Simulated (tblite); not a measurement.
Species: C₆H₁₁FO (charge +1 and doublet state).
Geometry (GFN2-xTB, Å), atoms numbered from 1 in this order:
```
atom  x, y, z in Å
C1    -2.1905    0.8998    0.7988
O2    -0.8854    0.7442    0.2977
C3    -0.4982   -0.3518   -0.2980
C4    -1.4240   -1.4802   -0.5244
C5     0.8394   -0.4075   -0.6984
C6     1.8016    0.6505   -0.3823
C7     2.4106    0.3940    1.0317
F8     1.4143    0.4229    1.9552
H9    -2.4459    0.1044    1.5052
H10   -2.2088    1.8633    1.3061
H11   -2.9273    0.8951   -0.0113
H12   -1.7907   -1.8666    0.4310
H13   -0.9447   -2.2887   -1.0663
H14   -2.3060   -1.1506   -1.0791
H15    1.1910   -1.3078   -1.1796
H16    1.3161    1.6274   -0.3419
H17    2.6360    0.6542   -1.0829
H18    2.8884   -0.5878    1.0875
H19    3.1145    1.1945    1.2739
```

Calculated harmonic vibrations of the isolated species, GFN2-xTB (tblite), most abundant isotopes, no scaling. Errors from tens to a few hundred cm⁻¹ against measured bands are possible. One conformer, not necessarily the lowest. Open shells enter through the occupations alone, without spin polarisation, and single modes of such species can be off by tens of per cent.

Harmonic wavenumbers (cm⁻¹): 37.9, 69.7, 124.7, 132.2, 171.2, 202.2, 217.1, 278.9, 312.9, 405.7, 474.2, 496.6, 575.0, 756.8, 817.6, 881.2, 907.6, 967.2, 974.1, 998.6, 1042.8, 1069.7, 1089.3, 1123.5, 1126.3, 1176.7, 1185.3, 1217.8, 1245.5, 1285.1, 1343.4, 1363.7, 1386.6, 1400.1, 1402.2, 1415.6, 1419.7, 1421.9, 1435.0, 1489.6, 2944.4, 2962.5, 2963.6, 2964.8, 2969.2, 2990.1, 2992.8, 3015.1, 3043.4, 3083.6, 3095.3.

A = 3032, B = 1388, C = 1140 MHz; mass 118.079 u (most abundant isotopes); point group C1, symmetry number 1; spin multiplicity 2.

Q: What is the zero-point energy?

A: Half the sum of the wavenumbers: 34233 cm⁻¹ = 409.52 kJ/mol.

Q: What is S at 298.15 K and 1 bar for an ideal gas of classical rigid rotors and harmonic oscillators?

A: Translation 168.36, rotation 119.64, vibration 123.12, spin (R ln 2) 5.76: S = 416.9 J/(mol K).

Q: And Cp and H(298.15 K) − H(0)?

A: Cp = 153.80 J/(mol K), of which vibrations give 120.55 (their classical limit is 51 R = 424.0); H(298.15 K) − H(0) = 28.80 kJ/mol without the zero-point energy, 18.89 from vibrations.

Q: What must be added to the electronic energy to get the Gibbs energy at 298.15 K and 1 bar?

A: ZPE + [H(298.15 K) − H(0)] − T·S = 409.52 + 28.80 − 124.30 = 314.02 kJ/mol.

Q: Blend soft modes into free rotors: weight 1/[1 + (100 cm⁻¹/ν̃)⁴] for the oscillator and the rest for a rotor with moment μB/(μ + B), μ = h/(8π²ν), B = 10⁻⁴⁴ kg m². What vibrational entropy results?

A: 112.78 J/(mol K) in place of 123.12, which changes −T·S at 298.15 K by +3.08 kJ/mol.

Q: Which modes carry the vibrational entropy at 298.15 K?

A: 37.9 cm⁻¹: 22.45; 69.7 cm⁻¹: 17.41; 124.7 cm⁻¹: 12.66; 132.2 cm⁻¹: 12.19; 171.2 cm⁻¹: 10.13; 202.2 cm⁻¹: 8.84 J/(mol K); the other 45 give 39.43 together.

Q: How do the functions run with temperature in this model?

A: 
```json
{"T (K)": "150", "S (J/(mol K))": "332.4", "Cp (J/(mol K))": "100.0", "H − H(0) (kJ/mol)": "10.14", "G − H(0) (kJ/mol)": "-39.73", "ln q(vib)": "3.27"}
{"T (K)": "250", "S (J/(mol K))": "391.5", "Cp (J/(mol K))": "135.0", "H − H(0) (kJ/mol)": "21.85", "G − H(0) (kJ/mol)": "-76.03", "ln q(vib)": "5.95"}
{"T (K)": "400", "S (J/(mol K))": "467.8", "Cp (J/(mol K))": "194.4", "H − H(0) (kJ/mol)": "46.55", "G − H(0) (kJ/mol)": "-140.57", "ln q(vib)": "9.76"}
{"T (K)": "600", "S (J/(mol K))": "559.8", "Cp (J/(mol K))": "260.3", "H − H(0) (kJ/mol)": "92.40", "G − H(0) (kJ/mol)": "-243.51", "ln q(vib)": "14.68"}
{"T (K)": "900", "S (J/(mol K))": "678.6", "Cp (J/(mol K))": "324.3", "H − H(0) (kJ/mol)": "180.88", "G − H(0) (kJ/mol)": "-429.83", "ln q(vib)": "21.69"}
```

q(vib) and H(0) count from the zero-point level.

Hindered rotation and anharmonicity are outside this model. Other conformers, if any are populated, would add a mixing term that is left out. The structure is chiral; the term R ln 2 for an equal mix with its mirror image is left out.

Hardware: one thread of an Arm Neoverse N1, shared host. Cost: 0.97 s. This covers the Hessian and the dipole derivatives.
